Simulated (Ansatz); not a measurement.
Steps of a relaxation of GaH3OSSi (`[O]1[SiH2][S][GaH]1`) with RKS PBE0-D4/def2-TZVP.

```sh
$ ansatz run in.yaml --threads 2 --pin off --events-out ev --progress --plain --max-ram 4352MiB
```

```yaml
crystal:
  periodic: [false, false, false]
  atoms:
    - {symbol: O, position_ang: [-1.070970, 0.193960, -0.257120]}
    - {symbol: Si, position_ang: [-0.031930, 0.742220, 0.831070]}
    - {symbol: S, position_ang: [1.705440, -0.525400, 0.139980]}
    - {symbol: Ga, position_ang: [0.033150, -1.050940, -1.184750]}
    - {symbol: H, position_ang: [0.373520, 2.123370, 0.619430]}
    - {symbol: H, position_ang: [-0.322480, 0.310710, 2.190610]}
    - {symbol: H, position_ang: [-0.686720, -1.793910, -2.339210]}
basis:
  gaussian: {orbitals: def2-TZVP}
hamiltonian: {xc: pbe0, dispersion: d4}
relax: {f_tol: 0.005, max_steps: 150}
```

Positions (Å) and forces (eV/Å) along the path, 7 of 7 steps:

```xyz
7
step=1 energy=-73175.4570 eV
O    -1.071    0.194   -0.257   -0.459   -0.641   -0.932
Si   -0.032    0.742    0.831    1.268   -1.061   -0.635
S     1.705   -0.525    0.140   -0.359    0.069   -0.070
Ga    0.033   -1.051   -1.185   -0.656    0.913    0.741
H     0.374    2.123    0.619    0.001    0.585    0.257
H    -0.322    0.311    2.191   -0.138    0.213    0.578
H    -0.687   -1.794   -2.339    0.344   -0.078    0.060
7
step=2 energy=-73175.6236 eV
O    -1.113    0.211   -0.253    0.062   -0.668   -0.739
Si    0.019    0.691    0.796    0.652    0.080    0.402
S     1.709   -0.575    0.087   -0.498    0.280    0.103
Ga   -0.028   -1.017   -1.174   -0.591    0.345    0.134
H     0.347    2.132    0.693    0.112    0.043   -0.056
H    -0.321    0.392    2.206    0.064   -0.091    0.059
H    -0.612   -1.833   -2.354    0.199    0.012    0.098
7
step=3 energy=-73175.6775 eV
O    -1.128    0.211   -0.257   -0.142   -0.123   -0.203
Si    0.025    0.690    0.799    0.128    0.304    0.410
S     1.643   -0.551    0.088    0.315   -0.106    0.019
Ga   -0.087   -0.995   -1.174   -0.305   -0.048   -0.189
H     0.383    2.134    0.692   -0.061   -0.104   -0.026
H    -0.291    0.378    2.222   -0.016    0.009   -0.123
H    -0.546   -1.868   -2.368    0.082    0.069    0.113
7
step=4 energy=-73175.6853 eV
O    -1.132    0.213   -0.256   -0.011   -0.009   -0.016
Si    0.029    0.694    0.804    0.084    0.042    0.089
S     1.649   -0.560    0.081    0.065    0.010    0.040
Ga   -0.100   -0.990   -1.175   -0.108   -0.029   -0.082
H     0.380    2.133    0.689   -0.031   -0.026   -0.018
H    -0.293    0.379    2.220   -0.021   -0.001   -0.037
H    -0.533   -1.868   -2.364    0.021    0.014    0.024
7
step=5 energy=-73175.6862 eV
O    -1.129    0.216   -0.249   -0.032   -0.037   -0.057
Si    0.038    0.693    0.808    0.018    0.022    0.034
S     1.652   -0.561    0.083   -0.031   -0.022   -0.040
Ga   -0.112   -0.987   -1.177    0.038    0.016    0.036
H     0.376    2.132    0.683    0.007    0.011    0.007
H    -0.297    0.377    2.218    0.003    0.004    0.013
H    -0.528   -1.870   -2.367   -0.002    0.007    0.006
7
step=6 energy=-73175.6864 eV
O    -1.129    0.214   -0.251   -0.003    0.003    0.003
Si    0.037    0.693    0.808   -0.005   -0.002   -0.005
S     1.651   -0.562    0.081    0.005    0.001    0.004
Ga   -0.109   -0.988   -1.176   -0.001    0.000   -0.001
H     0.376    2.133    0.685    0.002    0.000   -0.001
H    -0.297    0.379    2.219    0.001   -0.002    0.001
H    -0.529   -1.869   -2.366    0.000   -0.001   -0.001
7
step=7 energy=-73175.6864 eV
O    -1.130    0.214   -0.251    0.001    0.000    0.000
Si    0.037    0.693    0.808    0.001    0.000    0.001
S     1.651   -0.562    0.081   -0.001    0.000    0.000
Ga   -0.109   -0.988   -1.176    0.000   -0.001    0.000
H     0.376    2.132    0.685   -0.001    0.000    0.000
H    -0.297    0.379    2.219    0.000    0.001   -0.001
H    -0.528   -1.869   -2.366    0.000    0.000    0.000
```

Hardware: 2 threads of an Arm Neoverse V1 on a shared host. Wall time 47 s, peak host memory 0.48 GiB.
